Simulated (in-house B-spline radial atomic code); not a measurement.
Ionising Tl XVIII (Tl17+) with different functionals

Computed with a B-spline radial code for spherical atoms: scalar-relativistic (spin-free X2C) Hamiltonian, Fermi nucleus of rms radius 5.4759 fm, spin-polarised at highest spin, spherical fractional occupations for the functionals. The ionisation energy is the difference of two self-consistent energies, [Kr] 4d10 4f14 5s2 5p2 → [Kr] 4d10 4f14 5s2 5p1, without Breit or QED terms; ε is the level of the shell that loses the electron (its least bound occupied spin orbital). There is no spin-orbit coupling in this Hamiltonian.

Hybrids are left out here: with spherical fractional occupations of an open shell their exact exchange keeps a self-interaction that integer-occupation calculations don't have.

| method | rung | ΔSCF (eV) | -ε(5p) (eV) |
| --- | --- | --- | --- |
| LDA exchange-only | LDA | ? | ? |
| LDA VWN5 | LDA | ? | ? |
| PW91 | GGA | 415.41 | 403.02 |
| PBE | GGA | 415.13 | 402.77 |
| r2SCAN | meta-GGA | 415.82 | 403.92 |
| SCAN | meta-GGA | 416.02 | 403.37 |

Q: What does LDA exchange-only give?

A: ΔSCF 414.01 eV, and -ε(5p) = 401.58 eV.

Q: What does LDA VWN5 give?

A: ΔSCF 415.88 eV, and -ε(5p) = 403.40 eV.

Q: How do they compare with the NIST value?

A: NIST lists 439 eV ± 22 (tabulated theory, ground level to ground level). Errors run from -24.99 to -22.98 eV; all lie within about twice that uncertainty, so the table can't rank the methods.
